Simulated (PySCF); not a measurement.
Si(F)(H)2(SH) (FH₃SSi), SMILES [SiH2](F)S. The structure is a stationary point at B3LYP-D3(BJ)/def2-TZVP. One conformer was computed; it need not be the lowest.

TDA-ωB97X/def2-SVPD in PySCF puts the lowest singlet excitations at 6.52, 7.25, 7.64, 8.35, 8.46, 8.71 eV.

Q: What are the lowest excitation roots from ADC(2)/aug-cc-pVDZ (PySCF)? (Estimate from the structure and the level; the computed values follow.)

A: 6.37, 7.19, 7.45, 8.07, 8.15, 8.24 eV. S1 differs by -0.15 eV (second minus first; roots are paired by order, and the bases may differ).
